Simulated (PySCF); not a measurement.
Work out the structure from these simulated measurements.

Formula: C4HF4PS.

* UV, strongest line: among the 10 lowest singlet transitions: S5 at 6.16 eV (201 nm, f = 0.192) [TDDFT CAM-B3LYP/def2-SVPD]
* UV, first state: lowest singlet excitation: 4.97 eV (249 nm, f = 0.088) [TDDFT CAM-B3LYP/def2-SVPD]
* Rotational structure: rotational constants A, B, C: 1.615, 0.837, 0.610 GHz [PBE0-D3(BJ)/def2-SVP]
* 13C NMR: chemical shifts (computed TMS as zero) by class: 189.1 (1 C), 163.2 (1 C), 141.8 (1 C), 129.6 (1 C) ppm [GIAO CAM-B3LYP/pcSseg-1]
* Valence photoelectron: vertical ionisation energy: 9.48 eV [ΔSCF CAM-B3LYP/def2-SVPD]
* Triplet: lowest triplet excitation (Tamm–Dancoff): 2.97 eV [TDA CAM-B3LYP/def2-SVPD]

Electronic properties: PySCF, gas phase, density fitting. Levels stand in brackets. Isolated species at its PBE0-D3(BJ)/def2-SVP geometry, gas phase. Each NMR value is the plain mean over a class of atoms that symmetry, rotation or inversion makes alike.

Question: What is the compound? Reason from the data.

Answer: Numbering: `[F:1][c:2]1[s:3][cH:4][p:5][c:6]1[C:7]([F:8])([F:9])[F:10]`. 4 carbons fall into 4 classes; from least to most shielded: aromatic C–F carbon [C2] (189.1 ppm), aromatic CH next to a ring sulfur [C4] (163.2 ppm), substituted aromatic carbon [C6] (141.8 ppm), CF3 carbon [C7] (129.6 ppm). S1 is mainly HOMO→LUMO (weight 0.93); the largest Löwdin shares of the orbital it empties are 0.30 on the aromatic CH next to a ring sulfur, 0.28 on the phosphorus bonded to 2 C, 0.15 on the thiophene-type sulfur and 0.12 on the aromatic C–F carbon, of the orbital it fills 0.30 on the phosphorus bonded to 2 C, 0.26 on the aromatic CH next to a ring sulfur, 0.21 on the thiophene-type sulfur and 0.09 on the aromatic C–F carbon. By its constants the optimised geometry is an asymmetric top. Structure: `Fc1scpc1C(F)(F)F`. The assignments are read from this structure; whether some other isomer fits the data as well wasn't checked.

Shape of the structure used: `[F:1][c:2]1[s:3][cH:4][p:5][c:6]1[C:7]([F:8])([F:9])[F:10]`: P5–C6–C7–F8 -118°.
